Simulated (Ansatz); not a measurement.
Ideal-gas functions of CH₄MoOS₂ (`[CH3][Mo]([OH])(=[S])=[S]`) at 298.15 K and 1 bar, from an Ansatz frequency run at PBE0-D4/def2-TZVP.

Molar mass 192.12 g/mol, point group C1 (symmetry number 1), electronic degeneracy 1, moments of inertia 215.475, 280.756, 321.688 u Å². Harmonic wavenumbers (cm⁻¹, unscaled): 165, 179, 179, 184, 188, 208, 355, 549, 570, 579, 620, 644, 699, 750, 1191, 1409, 1416, 3039, 3134, 3157, 3871.

Use S(trans) = R[1.5 ln M + 2.5 ln T − 1.1517]; rotational temperatures θ = 24.2544 K / I; S(rot) = R[ln(√π/σ · √(T³/θAθBθC)) + 1.5]; for each mode x = 1.438777 ν̃/T, S = R[x/(eˣ − 1) − ln(1 − e⁻ˣ)] and H = RT x/(eˣ − 1); 1 cm⁻¹ = 0.0119627 kJ/mol; R = 8.31446 J/(mol·K).

Question: By hand: the entropy, in J/(mol·K).

Answer: Translation 174.4. Rotation: θ = 0.1126, 0.0864, 0.0754 K, giving 118.3. Vibration, mode by mode: 10.43, 9.79, 9.79, 9.57, 9.40, 8.62, 4.79, 2.29, 2.11, 2.04, 1.74, 1.59, 1.29, 1.05, 0.18, 0.07, 0.07, 0.00, 0.00, 0.00, 0.00, in all 74.8. Electronic 0.0. Sum 367.5 J/(mol·K).

Question: By hand: H − E and G − E in kJ/mol, counted from the electronic energy.

Answer: Zero-point energy ½ × 23086 × 0.0119627 = 138.1; thermal vibration 13.0; translation, rotation and pV give 4 RT = 9.9. H − E = 161.0 kJ/mol, and G − E = 161.0 − 298.15 × 367.5/1000 = 51.4 kJ/mol.

Vibration gives 20 % of the entropy. The sum counts one conformer and one mirror image; others add a mixing term.
